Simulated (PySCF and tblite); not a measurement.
The numbers below are computed, except where a source is named.
C₇H₁₁N, numbered as in [N:1]#[C:2][CH:3]1[CH2:4][CH2:5][CH2:6][CH2:7][CH2:8]1.

First level. Search: ETKDG, MMFF94s, GFN2-xTB, 60 starts; geometries at GFN2-xTB. Energies: B3LYP-D3(BJ)/def2-SVP (IEF-PCM, chloroform), with GFN2-xTB thermal terms (modes under about 100 cm⁻¹ blended into free rotors). Symmetry numbers and mirror images are counted. Conformers within 4 kcal/mol (GFN2-xTB free energy) were kept, 10 at most. GIAO shieldings: KT2/pcSseg-1 (IEF-PCM, chloroform). Shifts are against TMS (¹H), TMS (¹³C) at the same level; of two unlike H on one atom, a is the less shielded. Run with PySCF (density fitting) and tblite.

It gives, at 298.15 K, with 2 conformers (largest weight 58 %): ¹H: 2.79 (H3, 1H), 2.01 (H4a/H8a, 2H), 1.96 (H5a/H7a, 2H), 1.78 (H4b/H8b, 2H), 1.61 (H6a, 1H), 1.58 (H6b, 1H), 1.57 (H5b/H7b, 2H) ppm. ¹³C: 119.8 (C2), 36.1 (C4/C8), 31.9 (C6), 30.7 (C5/C7), 30.6 (C3) ppm.

Second level: GFN2-xTB geometries, energies BLYP-D3(BJ)/pcseg-1 (IEF-PCM, tetrahydrofuran), shieldings LDA/pcSseg-1 (IEF-PCM, tetrahydrofuran), on up to 4 of the same conformers.

Task: How do the averaged shifts change?

Result: 
```
 signal  first  second  change (ppm)
     H3   2.79    2.77         -0.01
H4a/H8a   2.01    2.06          0.05
H4b/H8b   1.78    1.73         -0.05
H5a/H7a   1.96    1.95         -0.02
H5b/H7b   1.57    1.51         -0.05
    H6a   1.61    1.66          0.05
    H6b   1.58    1.51         -0.07
     C2  119.8   134.5          14.7
     C3   30.6    30.8           0.2
  C4/C8   36.1    36.5           0.4
  C5/C7   30.7    30.8           0.0
     C6   31.9    31.7          -0.1
```

The largest weight becomes 66 %.

Shifts are unscaled: against experiment ¹³C can be off by 15 ppm or more and ¹H by 0.8 ppm.
